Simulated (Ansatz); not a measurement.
`OCF` and `O[CH2][SnH3]` differ in one atom or group.

Ansatz, PBE0-D4/def2-TZVP geometries, multiplicity 1. Each molecule was computed in one conformer, which needn't be the lowest.

Elements past krypton have def2 core potentials.

| property | `OCF` |
| --- | --- |
| HOMO energy (PBE/def2-TZVPP) / eV | -7.37 |
| HOMO energy (B3LYP/def2-TZVPP) / eV | -8.89 |
| LUMO energy (PBE/def2-TZVPP) / eV | 0.09 |
| LUMO energy (B3LYP/def2-TZVPP) / eV | 0.56 |
| HOMO–LUMO gap (PBE/def2-TZVPP) / eV | 7.46 |
| zero-point energy (PBE0-D4/def2-TZVP) / kJ/mol | 118.9 |

(1) What does the change do to each property? (An estimate is asked.)

## Answers

(1) Ansatz gave: 
| property | `O[CH2][SnH3]` | shift |
| --- | --- | --- |
| HOMO energy (PBE/def2-TZVPP) / eV | -5.79 | 1.58 |
| HOMO energy (B3LYP/def2-TZVPP) / eV | -6.93 | 1.96 |
| LUMO energy (PBE/def2-TZVPP) / eV | -0.61 | -0.70 |
| LUMO energy (B3LYP/def2-TZVPP) / eV | -0.14 | -0.70 |
| HOMO–LUMO gap (PBE/def2-TZVPP) / eV | 5.17 | -2.29 |
| zero-point energy (PBE0-D4/def2-TZVP) / kJ/mol | 161.3 | 42.4 |

With PBE0 the HOMO rises by 2.00 eV and the LUMO falls by 0.86 eV, so the gap narrows by about 2.86 eV. PBE moves the HOMO by 1.58 eV and ωB97M-V by 2.23 eV. The zero-point energy changes by 42.4 kJ/mol with +9 modes.

B3LYP here is the variant with VWN-RPA as its local correlation; programs differ in this.
